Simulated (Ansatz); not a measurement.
Two structures of SiH7O2F, singlet, reached by relaxing down either side of one saddle point (PBE0-D4/def2-TZVP). Energies are electronic, without zero-point energy. Computed with Ansatz 0.2.0 (basis: def2-TZVPP and def2-QZVPP); correlated methods freeze the cores. Extrapolation: Hartree–Fock as exp(−7.88 √X), correlation as X^−2.97. First:

Si1  (-1.547, -0.395, -0.239)
O2  (-0.599, -0.013, 1.087)
H3  (-0.767, -1.391, -1.000)
H4  (-2.820, -0.993, 0.246)
H5  (-1.858, 0.808, -1.043)
H6  (1.603, 0.653, -0.986)
F7  (1.143, 0.804, -1.807)
H8  (1.187, 0.134, 0.890)
O9  (2.068, 0.312, 0.509)
H10  (-0.989, 0.575, 1.736)
H11  (2.579, -0.494, 0.609)
(Å)

Second:

```
11
angstrom
Si -1.3900 -0.5139 -1.0205
O -0.2998 0.2832 1.5050
H -1.9478 -0.9381 -2.3325
H -1.5599 -1.6049 -0.0432
H -2.0295 0.7576 -0.6260
H 1.8237 0.2868 -0.3857
F 0.1816 -0.2774 -1.3285
H 0.6486 0.4248 1.3363
O 2.2551 0.5600 0.4334
H -0.6240 1.1114 1.8639
H 2.9421 -0.0895 0.5981
```

**Question.** Which bonds change from the first to the second?

**Answer.** SiH₄O ([OH][SiH3]) + H₂O + HF → SiH₃F ([F][SiH3]) + H₂O + H₂O; bonds formed: Si1–F7, O2–H8, H6–O9; bonds broken: Si1–O2, H6–F7, H8–O9.

**Question.** Give the saddle point's structure and its height above each. (An estimate is asked for; the value comes from the calculation.)

**Answer.** The calculation gives: 16.92 kcal/mol above the first and 22.68 kcal/mol above the second (CCSD(T) at an estimated basis limit (MP2 extrapolated from triple and quadruple zeta, plus CCSD(T) − MP2 in triple zeta)).
```xyz
11
angstrom
Si -1.1972 -0.2328 -0.5461
O -0.2546 -0.0870 0.9425
H -1.1351 -1.5123 -1.2930
H -2.4335 -0.5083 0.3038
H -1.6578 1.0007 -1.2291
H 1.4664 0.4580 -0.5157
F 0.4935 0.1379 -1.3237
H 0.9533 0.2851 0.9195
O 1.9387 0.6169 0.4431
H -0.8016 -0.1163 1.7288
H 2.6279 -0.0419 0.5701
```

T1 diagnostic: at most 0.011.

Steps of this kind, hydrogen fluoride cutting a network bond, underlie vapour etching and the fluorination step of atomic layer etching.

Labels in which every atom is bracketed show which atoms are joined, not bond orders.

For scale, one of the runs: CCSD(T)/def2-TZVPP, 233 basis functions, launched by `ansatz run in.yaml --threads 4 --pin off --events-out ev --progress --plain --max-ram 9574MiB`. The run took 110 s on 4 CPU threads of an Arm Neoverse V2 (shared host), with 4.3 GiB of host memory at its peak.
